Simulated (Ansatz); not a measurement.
A nudged elastic band was laid between two geometries of CH5Ga + H3P (11 atoms, charge 0, multiplicity 1).

Method: RKS B3LYP/def2-mTZVP in Ansatz.

```yaml
movable_images: 5
climbing_image: yes
spring: 5.0 eV/Å²
optimiser: quadratic models (default)
start_path: through a guess of the saddle point
force_threshold: 0.05 eV/Å
iteration_limit: 60
end_points: relaxed
```

Initial state:

```xyz
11
Properties=species:S:1:pos:R:3
Ga -0.056 0.356 0.093
H -0.126 0.805 1.606
H 1.362 0.215 -0.589
C -1.726 0.081 -0.947
H -2.508 -0.380 -0.343
H -2.106 1.055 -1.273
H -1.564 -0.524 -1.840
P 0.315 -3.284 1.179
H -0.466 -3.163 -0.004
H 1.481 -2.734 0.578
H -0.118 -2.036 1.714
```

Final state:

```xyz
11
Properties=species:S:1:pos:R:3
Ga 0.084 -0.828 -0.431
H -0.227 0.962 2.616
H 1.362 0.102 -0.474
C -1.684 -0.173 -1.058
H -2.487 -0.887 -0.876
H -1.938 0.770 -0.569
H -1.641 0.025 -2.132
P 0.317 -2.931 0.578
H -0.520 -3.646 -0.324
H 1.537 -3.285 -0.062
H -0.313 0.284 2.905
```

(1) What changes between the two ends?

(2) Give the energies along the band, and the barrier.

(3) What is the geometry of the highest image?

(4) What are the harmonic wavenumbers there?

Answers

(1) Bonds broken: Ga1–H2, P8–H11. Bonds formed: Ga1–P8, H2–H11. CH5Ga + H3P becomes CH6GaP + H2.

(2) The forces met the threshold. The highest image is number 2 of 0 to 6, 28.8 kcal/mol above the first end and 34.2 kcal/mol above the last; the last end lies 5.4 kcal/mol below the first. A vibrational analysis at the climbing image gives one clearly imaginary mode, 1278i cm⁻¹: a first-order saddle point. The orbitals stay closed-shell, which can raise the energy where a bond breaks towards radicals; this wasn't checked here.

```csv
image,path coordinate (Å),energy (kcal/mol),Ga1–H2 (Å),P8–H11 (Å),Ga1–P8 (Å)
0,0.00,0.0,1.58,1.43,3.82
1,0.87,2.5,1.59,1.44,3.27
2,1.75,28.8,1.75,1.81,2.74
3,2.57,2.5,2.21,2.40,2.40
4,3.39,-4.6,2.72,3.09,2.35
5,4.22,-5.4,3.19,3.71,2.35
6,5.04,-5.4,3.55,4.02,2.34
```

(3) 
```xyz
11
Properties=species:S:1:pos:R:3
Ga 0.032 -0.188 0.018
H -0.234 0.049 1.728
H 1.506 0.236 -0.243
C -1.699 -0.066 -0.926
H -2.497 -0.485 -0.314
H -1.943 0.974 -1.147
H -1.658 -0.615 -1.867
P 0.212 -2.720 1.053
H -0.597 -3.023 -0.076
H 1.447 -2.758 0.353
H -0.083 -1.013 1.594
```

(4) 1278i, 69, 109, 124, 216, 350, 495, 551, 564, 569, 685, 781, 789, 950, 1111, 1187, 1277, 1489, 1493, 1500, 1621, 2015, 2378, 2400, 3043, 3114, 3122 cm⁻¹.

Time of the run: 2.9 min on 2 threads of Intel(R) Xeon(R) Platinum 8488C (Sapphire Rapids), with other jobs on the host, peak memory 0.24 GiB.
